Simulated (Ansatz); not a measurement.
Calculation: frozen-core CCSD(T)/cc-pVTZ // B3LYP-D3(BJ)/def2-SVP (Ansatz, a quantum-chemistry and plane-wave program). The restricted HF reference is unstable towards unrestricted orbitals.

Ansatz 0.2 input:
```yaml
crystal:
  periodic: [false, false, false]
  atoms:
    - { symbol: B, position_ang: [-2.268107, -1.09959, -0.109848] }
    - { symbol: C, position_ang: [-0.903145, -0.364693, -0.044708] }
    - { symbol: C, position_ang: [-0.835178, 1.03901, -0.057096] }
    - { symbol: C, position_ang: [0.415389, 1.672002, 0.003452] }
    - { symbol: C, position_ang: [1.560443, 0.894574, 0.074172] }
    - { symbol: C, position_ang: [1.402754, -0.510283, 0.081485] }
    - { symbol: O, position_ang: [2.506205, -1.276065, 0.149647] }
    - { symbol: N, position_ang: [0.231893, -1.114137, 0.025192] }
    - { symbol: H, position_ang: [-3.285759, -0.453105, -0.173161] }
    - { symbol: H, position_ang: [-2.313907, -2.302021, -0.097422] }
    - { symbol: H, position_ang: [-1.755322, 1.622882, -0.11356] }
    - { symbol: H, position_ang: [0.490967, 2.762102, -0.004751] }
    - { symbol: H, position_ang: [2.561736, 1.325127, 0.123518] }
    - { symbol: H, position_ang: [2.192031, -2.195801, 0.143081] }
basis:
  gaussian: { orbitals: cc-pVTZ }
correlation:
  method: ccsd_t
```

Output:

```
Functional definition: HF
1900 factors; integrals over basis functions are off by at most 1.2e-3 eV
mean field evaluation 1: about -9435.5751 eV, gradient 4.2e1 eV
mean field evaluation 2: about -9436.0604 eV, gradient 4.2e1 eV
mean field evaluation 4: about -9440.5546 eV, gradient 5.5e0 eV
mean field evaluation 8: about -9440.6447 eV, gradient 3.5e-1 eV
mean field evaluation 16: about -9435.5740 eV, gradient 4.2e1 eV
mean field -9440.64563177 eV, -346.9373278681 hartree, gradient 8.9e-6 eV, S^2 0.000000; 0 other end points of the search recorded, 0 dependent functions left out; unrestricted orbitals would lower it
8 core orbitals not correlated
reference -9440.64563177 eV, -346.9373278681 hartree; 20, 20 occupied and 296, 296 virtual orbitals, 1900 factors
second order -35.73991883 eV of doubles, -0.00000000 eV of singles
cycle   1  -35.18325423 eV  change    5.6e-1 eV  update   1.5e-1
cycle   2  -36.17010614 eV  change   -9.9e-1 eV  update   4.7e-2
cycle   3  -36.38969364 eV  change   -2.2e-1 eV  update   2.1e-2
cycle   4  -36.37296185 eV  change    1.7e-2 eV  update   6.1e-3
cycle   5  -36.37014879 eV  change    2.8e-3 eV  update   3.4e-3
cycle   6  -36.37231710 eV  change   -2.2e-3 eV  update   1.1e-3
cycle   7  -36.37190494 eV  change    4.1e-4 eV  update   4.7e-4
cycle   8  -36.37160422 eV  change    3.0e-4 eV  update   2.0e-4
cycle   9  -36.37163926 eV  change   -3.5e-5 eV  update   8.0e-5
cycle  10  -36.37170817 eV  change   -6.9e-5 eV  update   3.6e-5
cycle  11  -36.37163352 eV  change    7.5e-5 eV  update   1.6e-5
cycle  12  -36.37165011 eV  change   -1.7e-5 eV  update   8.8e-6
perturbative correction -1.87464735 eV, -0.0688920196 hartree
Total energy: -9478.89192923 eV, -348.3428533754 hartree
```

Cost: roughly 40 core-minutes.
